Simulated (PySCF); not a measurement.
Nb: excitation energy

Nb [Kr] 4d4 5s1 (6D) → Nb [Kr] 4d4 5p1 (high-spin determinant), as a difference of total energies. All numbers are calculated (PySCF 2.14, a scalar-relativistic core potential, in aug-cc-pwCVDZ-PP with ECP28MDF). Correlated levels: valence and next inner shell: nothing frozen outside the core potential. The calculations carry no spin-orbit coupling.

```
                                method  excitation energy (cm⁻¹)
                                   UHF                     21557
    MP2 (valence and next inner shell)                     24940
SCS-MP2 (valence and next inner shell)                     23631
   CCSD (valence and next inner shell)                     24126
CCSD(T) (valence and next inner shell)                     24070
```

The determinant of the upper state mixes LS terms, which raises its energy above the lowest term, most at the Hartree-Fock and MP2 levels.
